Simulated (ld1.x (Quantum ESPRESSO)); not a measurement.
# Building the RRKJ potential for S (Z = 16) (PBEsol, scalar-relativistic).

ld1.x (Quantum ESPRESSO) 7.5 input, shortened:

```
&input
   title='S', zed=16., rel=1, dft='PBESOL', iswitch=3,
   config='[Ne] 3s2 3p4'
 /
 &inputp
   pseudotype=2, tm=.false., lloc=0,
   nlcc=.true., new_core_ps=.true., rcore=1.35
 /
2
3P  2  1   4.00   0.00  1.55  1.55  0.0
3S  1  0   2.00   0.00  1.40  1.40  0.0
 &test
   configts(1)='3s2 3p4'
 /
```

All-electron outer shells of the reference configuration (PBEsol, scalar-relativistic, ld1.x):

```tsv
shell	level (eV)	outermost node (bohr)	outermost maximum (bohr)
2s	-211.24	0.13	0.39
2p	-156.32	–	0.33
3s	-17.19	0.60	1.40
3p	-6.98	0.58	1.61
```

Estimate the cutoffs (Ry, on a coarse ladder) from which the occupation-weighted sum of valence levels, in a spherical-Bessel basis at the reference potential, stays within 10 and 1 mRy of its value at 400 Ry.

45 Ry and 60 Ry.

What does a ghost test show?

No extra level below or beside the all-electron valence levels (p, s, d, f tested).

Tests: 3s2 3p3; 3s2 3p2; 3s2 3p1; 3s1 3p5; 3s1 3p4; 3s0 3p6; 3s2 3p3.5. Which has the largest error in its energy relative to the reference configuration, and how large is it?

3s2 3p1, with +80 meV (all-electron minus pseudo) on +67.97 eV.
